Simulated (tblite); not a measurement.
C6H10NS (doublet state).
Z-matrix (Å and degrees, GFN2-xTB geometry), rows numbered from 1:
```
N 
C   1  1.4016
C   2  1.5315  1  110.10
C   3  1.5342  2  112.06  1    62.39
C   4  1.5280  3  104.48  2  -155.77
C   5  1.4937  4  104.76  3    28.12
S   6  1.6228  5  124.96  4   172.12
C   6  1.4826  5  109.57  4    -8.57
H   1  1.0165  2  111.26  3  -177.76
H   2  1.1082  1  111.05  3  -121.28
H   2  1.1070  1  112.10  3   122.21
H   3  1.0945  2  109.84  1  -174.38
H   4  1.0910  3  107.69  2   -38.67
H   4  1.0887  3  112.71  2    81.61
H   5  1.0944  4  111.15  3   -88.66
H   5  1.0903  4  113.82  3   150.45
H   8  1.0987  3  106.50  2    35.84
H   8  1.0894  3  115.09  2   -83.75
```

Calculated harmonic vibrations of the isolated species, GFN2-xTB (tblite), most abundant isotopes, no scaling. Errors from tens to a few hundred cm⁻¹ against measured bands are possible. One conformer, not necessarily the lowest. Open shells enter through the occupations alone, without spin polarisation, and single modes of such species can be off by tens of per cent.

Harmonic wavenumbers (cm⁻¹): 63.8, 114.1, 133.5, 217.8, 257.3, 297.4, 347.4, 388.9, 454.2, 541.9, 596.6, 735.2, 822.1, 853.5, 895.5, 908.5, 958.8, 1018.4, 1028.4, 1064.3, 1086.4, 1094.3, 1138.7, 1156.6, 1174.5, 1182.5, 1193.6, 1217.6, 1248.2, 1275.4, 1294.7, 1319.8, 1328.6, 1334.7, 1402.8, 1409.2, 1433.0, 1478.9, 2726.6, 2786.6, 2894.6, 2937.7, 2941.1, 2994.4, 2998.8, 3003.2, 3012.6, 3355.7.

A = 3822, B = 984.1, C = 872.4 MHz; mass 128.053 u (most abundant isotopes); point group C1, symmetry number 1; spin multiplicity 2.

Question: Zero-point energy?

Answer: Half the sum of the wavenumbers: 32059 cm⁻¹ = 383.51 kJ/mol.

Question: Entropy at 400 K, 1 bar (ideal gas, RRHO, classical rotation)?

Answer: Translation 175.48, rotation 124.89, vibration 126.47, spin (R ln 2) 5.76: S = 432.6 J/(mol K).

Question: And Cp and H(400 K) − H(0)?

Answer: Cp = 180.95 J/(mol K), of which vibrations give 147.69 (their classical limit is 48 R = 399.1); H(400 K) − H(0) = 41.09 kJ/mol without the zero-point energy, 27.78 from vibrations.

Question: Blend soft modes into free rotors: weight 1/[1 + (100 cm⁻¹/ν̃)⁴] for the oscillator and the rest for a rotor with moment μB/(μ + B), μ = h/(8π²ν), B = 10⁻⁴⁴ kg m². What vibrational entropy results?

Answer: 119.95 J/(mol K) in place of 126.47, which changes −T·S at 400 K by +2.61 kJ/mol.

Question: Which modes carry the vibrational entropy at 400 K?

Answer: 63.8 cm⁻¹: 20.57; 114.1 cm⁻¹: 15.78; 133.5 cm⁻¹: 14.49; 217.8 cm⁻¹: 10.55; 257.3 cm⁻¹: 9.25; 297.4 cm⁻¹: 8.14 J/(mol K); the other 42 give 47.69 together.

Question: How do the functions run with temperature in this model?

Answer: 
```csv
T (K),S (J/(mol K)),Cp (J/(mol K)),H − H(0) (kJ/mol),G − H(0) (kJ/mol),ln q(vib)
100,282.3,66.2,4.74,-23.49,0.98
200,338.8,100.5,13.08,-54.67,2.83
300,386.7,139.7,25.03,-90.98,4.81
500,477.0,217.3,61.05,-177.45,8.97
800,597.0,292.1,138.53,-339.08,15.39
1000,665.8,323.8,200.30,-465.50,19.50
```

q(vib) and H(0) count from the zero-point level.

Question: What must be added to the electronic energy to get the Gibbs energy at 400 K and 1 bar?

Answer: ZPE + [H(400 K) − H(0)] − T·S = 383.51 + 41.09 − 173.04 = 251.56 kJ/mol.

Hindered rotation and anharmonicity are outside this model. Other conformers, if any are populated, would add a mixing term that is left out. The structure is chiral; the term R ln 2 for an equal mix with its mirror image is left out.
